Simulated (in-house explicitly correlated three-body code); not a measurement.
Computed with an exponentially correlated three-body code. Model: two electrons around a point charge, non-relativistic, variational in 260 exponentially correlated functions (energies converged to about 1e-7 hartree, or 1e-8 relative for large Z).

Command:
```bash
python run_hyl.py task.json out
```
Settings (lengths in bohr, energies in hartree):
```
Z                      8
screening              0.4
interaction_strength   1
functions              260
states_tried           13
```

Time taken, with all properties: 34 s on 1 thread of Intel(R) Xeon(R) 6975P-C (Granite Rapids), on a shared host.

**Those bound S and P states to n = 4 that converged, binding against the one-electron ion.**

Given: nuclear charge 8; Yukawa screening of all interactions 0.4 1/bohr.

Computed: one-electron threshold -28.9162514 hartree.

| term | energy (hartree) | binding (eV) |
| --- | --- | --- |
| 1 1S | -53.3779874 | 665.64 |
| 2 3S | ? | ? |
| 2 1S | -32.7935338 | 105.51 |
| 2 3P | -32.7375587 | 103.98 |
| 2 1P | -32.5567155 | 99.062 |
| 3 3S | -29.7886378 | 23.739 |
| 3 1S | -29.7309387 | 22.169 |
| 3 3P | ? | ? |
| 3 1P | -29.6439868 | 19.803 |
| 4 3S | -29.0160078 | 2.7145 |
| 4 1S | -29.0042413 | 2.3943 |

(1) What belongs in the row 2 3S?

(2) What belongs in the row 3 3P?

**Converged states only, values per electron or pair (inverse distances are <exp(-kr)/r>).**

```tsv
term	mean r (bohr)	mean r squared (bohr²)	mean inverse r (1/bohr)	mean r12 (bohr)	mean inverse r12 (1/bohr)	mean cosine	mean p1 dot p2 (bohr⁻²)	delta r1 (bohr⁻³)	delta r12 (bohr⁻³)
1 1S	0.19726	0.052246	7.2887	0.29115	4.2997	-0.016531	0.94388	149.29	15.785
2 3S	0.50788	0.42388	4.5106	0.85812	1.038	-0.0052336	0.064661	88.86	-
2 1S	?	?	?	?	?	?	?	?	?
2 3P	0.45296	0.33494	4.4898	0.75998	1.268	-0.067597	-3.6578	80.534	-
2 1P	0.46685	0.3589	4.4725	0.76199	1.3776	0.044704	3.4614	81.355	0.64698
3 3S	1.134	2.4888	4.0102	2.0914	0.3357	-0.0013715	0.015038	82.962	-
3 1S	1.1681	2.6544	4.0037	2.1578	0.3771	-0.0019731	0.018884	82.851	0.58764
3 3P	?	?	?	?	?	?	?	?	-
3 1P	1.127	2.4928	3.997	2.0748	0.40127	0.0087145	0.69938	81.219	0.16249
4 3S	2.5432	13.645	3.8494	4.903	0.080891	-0.00029639	0.0031554	81.57	-
4 1S	2.6422	14.783	3.8465	5.1005	0.08651	-0.00041196	0.0039081	81.538	0.12035
```

(3) What belongs in the row 2 1S?

(4) What belongs in the row 3 3P?

**Electric-dipole lines between converged S and P states, rate of the upper state's decay.**

| s state | p state | p minus s (eV) | oscillator strength from s | rate (1/s) |
| --- | --- | --- | --- | --- |
| 1 1S | 2 1P | 566.58 | 0.66011 | 3.0649e+12 |
| 1 1S | 3 1P | 645.84 | 0.11291 | 6.812e+11 |
| 2 1S | 2 1P | 6.4442 | 0.093717 | 5.6291e+07 |
| 2 1S | 3 1P | 85.704 | 0.29296 | 3.1124e+10 |
| 3 1S | 2 1P | -76.893 | -0.053366 | 1.3692e+10 |
| 3 1S | 3 1P | ? | ? | ? |
| 4 1S | 2 1P | -96.668 | -0.0068707 | 2.786e+09 |
| 4 1S | 3 1P | -17.408 | -0.098313 | 1.2928e+09 |
| 2 3S | 2 3P | ? | ? | ? |
| 2 3S | 3 3P | 91.981 | 0.27274 | 3.3376e+10 |
| 3 3S | 2 3P | -80.244 | -0.056444 | 1.5771e+10 |
| 3 3S | 3 3P | 2.8554 | 0.2889 | 3.4071e+07 |
| 4 3S | 2 3P | -101.27 | -0.0073033 | 3.25e+09 |
| 4 3S | 3 3P | -18.169 | -0.10764 | 1.5419e+09 |

(5) What belongs in the row 3 1S 3 1P?

(6) What belongs in the row 2 3S 2 3P?

**Static dipole response.**

```tsv
state	polarisability (bohr³)
1 1S	0.0026862
2 1S	1.7183
2 3S	1.1668
```

Answers

(1) energy (hartree): -33.0639386; binding (eV): 112.86.

(2) energy (hartree): -29.6837028; binding (eV): 20.883.

(3) mean r (bohr): 0.52571; mean r squared (bohr²): 0.45971; mean inverse r (1/bohr): 4.488; mean r12 (bohr): 0.88509; mean inverse r12 (1/bohr): 1.2453; mean cosine: -0.0078202; mean p1 dot p2 (bohr⁻²): 0.077364; delta r1 (bohr⁻³): 88.307; delta r12 (bohr⁻³): 2.5313.

(4) mean r (bohr): 1.1006; mean r squared (bohr²): 2.3685; mean inverse r (1/bohr): 4.0021; mean r12 (bohr): 2.0267; mean inverse r12 (1/bohr): 0.37832; mean cosine: -0.013207; mean p1 dot p2 (bohr⁻²): -0.69246; delta r1 (bohr⁻³): 81.066.

(5) p minus s (eV): 2.3661; oscillator strength from s: 0.25313; rate (1/s): 2.0497e+07.

(6) p minus s (eV): 8.8812; oscillator strength from s: 0.12011; rate (1/s): 1.3703e+08.
